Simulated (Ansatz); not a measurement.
Consider the silylene loss: `COCN[SiH3]` → `COCN` + `[SiH2]`.

Gas-phase electronic energies from Ansatz, PBE0-D4/def2-TZVP geometries. CCSD(T)/CBS adds triple-zeta CCSD(T) − MP2 to the extrapolated MP2 energy (def2 sets, frozen cores). This one scheme is used for every species. Functionals use def2-TZVPP. One conformer a species, not always the lowest.

`COCN[SiH3]`:

```xyz
14

C    -0.492    1.300   -1.452
O    -0.565    1.328   -0.053
C    -1.019    0.117    0.509
N    -0.141   -1.002    0.351
Si    1.429   -1.054    1.067
H    -0.206    2.298   -1.784
H     0.258    0.585   -1.811
H    -1.464    1.043   -1.898
H    -2.002   -0.139    0.088
H    -1.139    0.339    1.572
H    -0.307   -1.550   -0.478
H     1.290   -0.599    2.475
H     2.461   -0.205    0.407
H     1.897   -2.464    1.005
```

`COCN`:

Z-matrix (Å, degrees):
```
C
O 1 1.400
H 1 1.100 2 111.4
H 1 1.090 2 107.6 3 119.0
H 1 1.098 2 112.4 3 -122.0
C 2 1.415 1 113.6 3 55.3
N 6 1.428 2 116.9 1 70.1
H 6 1.091 2 104.6 1 -169.4
H 6 1.099 2 109.3 1 -53.1
H 7 1.011 6 111.6 2 54.6
H 7 1.010 6 112.9 2 -68.6
```

`[SiH2]`:

Z-matrix (Å, degrees):
```
Si
H 1 1.525
H 1 1.525 2 91.2
```

| level | ΔE (eV) | difference from CCSD(T)/CBS |
| --- | --- | --- |
| PBE-D4 | 2.86 | -0.05 |
| r2SCAN-D4 | 3.09 | 0.18 |
| ωB97X-V | 3.01 | 0.10 |
| ωB97M-V | 2.86 | -0.05 |
| B2PLYP | 2.86 | -0.05 |
| PBE | 2.77 | -0.14 |
| PBE0 | 2.89 | -0.02 |
| HF/def2-TZVPP | 2.76 | -0.15 |
| MP2/def2-TZVPP | 3.07 | 0.16 |
| SCS-MP2/def2-TZVPP | 2.95 | 0.04 |
| CCSD/def2-TZVPP | 2.80 | -0.11 |
| MP2/def2-QZVPP | 3.11 | 0.20 |
| SCS-MP2/def2-QZVPP | 3.00 | 0.09 |
| HF/CBS(def2) | 2.78 | -0.13 |
| MP2/CBS(def2) | 3.14 | 0.23 |
| CCSD/CBS(def2) | 2.87 | -0.04 |
| CCSD(T)/CBS | 2.91 | 0 |

Largest T1 diagnostic among the species: 0.014.

In def2-TZVPP, CCSD(T) changes the Hartree–Fock value by +0.08 eV (the triples alone add +0.04 eV) and MP2 by +0.31 eV. From PBE to PBE0 (25 % exact exchange), in def2-TZVPP and without D4, ΔE moves by +0.12 eV. The D4 term adds +0.16 eV with B3LYP and +0.09 eV with PBE0; it sums over pairs of atoms, weighted by their polarisabilities, and B3LYP, whose exchange is more repulsive, gets the larger term.

CCSD(T)/CBS has its own doubt, a few kJ/mol and more with outer-core shells, so smaller differences from it don't rank the levels.

B3LYP here is the variant with VWN-RPA as its local correlation; programs differ in this.
